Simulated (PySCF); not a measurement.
# Exercise with solution: oscillator strength and radiative lifetime

BaCl2, SMILES [Cl][Ba][Cl].

Geometry: B3LYP-D3(BJ)/def2-TZVP. The isomer is the one that the SMILES or the coordinates give; other isomers of the formula were not compared. The def2 effective core potentials stand for the cores of Ba; spin–orbit coupling is left out.

TDDFT-B3LYP/def2-SVPD (PySCF 2.14.0) puts the first singlet state with f over 0.02 at 4.47 eV (vertical), with the transition dipole (0.443, 0.000, 0.000) in atomic units.

### Question
Find the oscillator strength, the wavelength and the radiative lifetime that this transition would have in vacuum if emission retraced absorption.

### Answer

|μ|² = 0.1962 au, so |μ| = 1.13 D. ΔE = 4.47/27.211 = 0.1643 hartree. f = (2/3) ΔE |μ|² = 0.021 (the program prints 0.021).
λ = 1239.84/4.47 = 277 nm; ν = 36053 cm⁻¹.
Einstein's coefficient A = 0.6670 ν² f s⁻¹ (ν in cm⁻¹) = 1.9e7 s⁻¹, so τ = 1/A = 54 ns. This state is S2; the lower singlet has f = 0.001. The figure is the radiative limit of this one transition; relaxation, internal conversion, crossing to triplets and a medium change what is measured.
